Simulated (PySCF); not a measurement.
## A small calculation by hand: chemical shift, span and skew from a shielding tensor

SiHBr₃, SMILES Br[SiH](Br)Br. Atoms are numbered in the order given.

```xyz
5

Si     0.0000     0.0000    -0.6210
Br    -1.8196    -1.0505     0.1028
Br     0.0000     2.1011     0.1028
Br     1.8196    -1.0505     0.1028
H      0.0000     0.0000    -2.0975
```

Geometry optimised at B3LYP-D3(BJ)/def2-SVP.

GIAO shieldings from PBE0/pcSseg-1 in PySCF, non-relativistic, no solvent. The symmetric part of the tensor of Si1 has the principal values 252.4, 327.2, 327.2 ppm. The same nucleus in TMS has σ = 352.7 ppm at this level (PySCF, at its B3LYP-D3(BJ)/def2-TZVP geometry). Without spin–orbit terms, shifts of atoms bonded to Cl or Br come out too high.

### Question
Work out the isotropic shielding, the ²⁹Si shift against TMS, the span and the skew.

### Answer

σ(iso) = (σ11 + σ22 + σ33)/3 = 302.3 ppm. δ = σ(ref) − σ(iso) = 352.7 − (302.3) = 50.4 ppm.
Span Ω = σ33 − σ11 = 74.8 ppm. Skew κ = 3(σ(iso) − σ22)/Ω = -1.00, an axial tensor. Tumbling in solution averages the tensor to δ; in a static solid the shielding alone would spread this spin-1/2 line over Ω.
